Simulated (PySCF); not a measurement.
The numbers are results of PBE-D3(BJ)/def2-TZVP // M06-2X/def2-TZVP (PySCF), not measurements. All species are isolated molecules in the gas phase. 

Reference species (SMILES): `[AlH3]` (neutral, multiplicity 1).

```yaml
LUMO: -2.52 eV
HOMO: -7.31 eV
HOMO–LUMO gap: 4.79 eV
```

Changed species: `[CH3][Al]([CH3])[CH3]` (3 of 3 H replaced by CH3; the reference has 0 of 3 H replaced by CH3).

Question: Predict the effect on the LUMO, HOMO and HOMO–LUMO gap.

Answer: the LUMO goes up by 1.40 eV, to -1.12 eV; the HOMO increases by 1.06 eV, to -6.25 eV; the HOMO–LUMO gap goes up by 0.34 eV, to 5.13 eV.
